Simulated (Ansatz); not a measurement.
`C=C(F)B(O)F` + CH₃OH → `COB(O)F` + `C=CF`  (ligand exchange at a B–C bond)

Gas-phase electronic energies from Ansatz, PBE0-D4/def2-TZVP geometries. CCSD(T)/CBS adds triple-zeta CCSD(T) − MP2 to the extrapolated MP2 energy (def2 sets, frozen cores). This one scheme is used for every species. Functionals use def2-TZVPP. Each species was taken in one conformer, which may not be the lowest.

(1) Is it downhill or uphill in electronic energy at CCSD(T)/CBS, and by how much? (Best estimate.)

(2) What do these levels give: r2SCAN-D4, PBE0, CCSD/def2-TZVPP, CCSD(T)/def2-TZVPP, MP2/def2-QZVPP, SCS-MP2/def2-QZVPP? (An estimate is asked.)

Largest T1 diagnostic among the species: 0.013.

Results:

(1) Ansatz gave: Downhill: ΔE = -112.5 kJ/mol.

(2) Ansatz gave: r2SCAN-D4 -111.9, PBE0 -109.5, CCSD/def2-TZVPP -116.0, CCSD(T)/def2-TZVPP -113.8, MP2/def2-QZVPP -114.3, SCS-MP2/def2-QZVPP -115.2 kJ/mol.

From PBE to PBE0 (25 % exact exchange), in def2-TZVPP and without D4, ΔE moves by −5.2 kJ/mol. In def2-TZVPP, CCSD(T) changes the Hartree–Fock value by +12.8 kJ/mol (the triples alone add +2.2 kJ/mol) and MP2 by +11.7 kJ/mol.
